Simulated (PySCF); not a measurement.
Species: 3-methylbutanethioamide, C5H11NS.
SMILES: `CC(C)CC(N)=S`

Level: wB97X-D/def2-SVPD in PySCF, non-relativistic, on one gas-phase PBE0-D3(BJ)/def2-SVP geometry that isn't relaxed in the solvent. The solvent is an IEF-PCM continuum (Bondi radii, 1.10 Å for H, scaled by 1.2), and excitations are vertical TDDFT with non-equilibrium linear response and a frozen core. Only the electrostatic response of the medium enters.

Gas-phase singlets (H = HOMO, L = LUMO):

```json
{"state": "S1", "E (eV)": "3.464", "λ (nm)": "358", "f": "0.000", "leading configurations": "H→L 98%"}
{"state": "S2", "E (eV)": "5.150", "λ (nm)": "241", "f": "0.183", "leading configurations": "H-1→L 93%"}
{"state": "S3", "E (eV)": "6.146", "λ (nm)": "202", "f": "0.110", "leading configurations": "H→L+1 72%, H→L+4 12%"}
{"state": "S4", "E (eV)": "6.471", "λ (nm)": "192", "f": "0.004", "leading configurations": "H-1→L+1 82%, H-1→L+2 8%"}
{"state": "S5", "E (eV)": "6.625", "λ (nm)": "187", "f": "0.005", "leading configurations": "H→L+3 64%, H→L+4 16%"}
```

Problem. Give the list for chloroform (ε = 4.711), n² = 2.09.

Solution. 
```
state  E (eV)  λ (nm)      f          leading configurations  change by rank (eV)
   S1   3.687     336  0.000                         H→L 98%               +0.223
   S2   5.081     244  0.257                       H-1→L 96%               -0.069
   S3   6.281     197  0.167  H→L+1 66%, H→L+3 11%, H→L+4 9%               +0.135
   S4   6.589     188  0.005                       H→L+2 75%               +0.118
   S5   6.744     184  0.035        H-1→L+1 77%, H-1→L+3 10%               +0.119
```

Problem. What are the lowest 5 singlets in acetonitrile (ε = 35.69)?

Solution. 
```tsv
state	E (eV)	λ (nm)	f	leading configurations	change by rank (eV)
S1	3.799	326	0.000	H→L 98%	+0.335
S2	5.142	241	0.248	H-1→L 96%	-0.008
S3	6.297	197	0.148	H→L+1 76%, H→L+2 12%	+0.151
S4	6.616	187	0.017	H→L+2 72%	+0.145
S5	6.798	182	0.052	H-1→L+1 81%, H-1→L+3 9%	+0.173
```

Problem. The ground-state energy changes by -0.432 eV from gas to acetonitrile. By how much does the total energy of gas-phase S1 change?

Solution. E(S1) = E(S0) + excitation energy, so it changes by -0.432 + 0.335 = -0.097 eV: it is lowered less than the ground state, which is what a blue shift means. This is the vertical state, with the slow part of the continuum still set for S0.

Problem. How do the frontier levels move from gas to acetonitrile?

Solution. 
| orbital | gas (eV) | solvent (eV) | change (eV) |
| --- | --- | --- | --- |
| LUMO+2 | 2.60 | 2.59 | -0.01 |
| LUMO+1 | 1.96 | 2.27 | +0.31 |
| LUMO | 0.77 | 0.69 | -0.08 |
| HOMO | -7.93 | -8.32 | -0.39 |
| HOMO-1 | -8.53 | -8.76 | -0.23 |
| HOMO-2 | -11.11 | -10.94 | +0.17 |
| HOMO-3 | -11.36 | -11.15 | +0.21 |

The HOMO–LUMO gap goes from 8.70 to 9.01 eV. Rows go by rank; for LUMO+1 and LUMO+2 the atom shares or the degeneracy differ between the runs, so the row needn't follow one orbital.

The values belong to the conformer `[CH3:1][CH:2]([CH3:3])[CH2:4][C:5]([NH2:6])=[S:7]`: C1–C2–C4–C5 61°, C2–C4–C5–N6 -120°, H–N6–C5–C4 0°, H–N6–C5–C4 180°.

The pairwise dispersion term of wB97X-D wasn't added to the energies; at a given geometry it leaves orbitals and properties as they are.
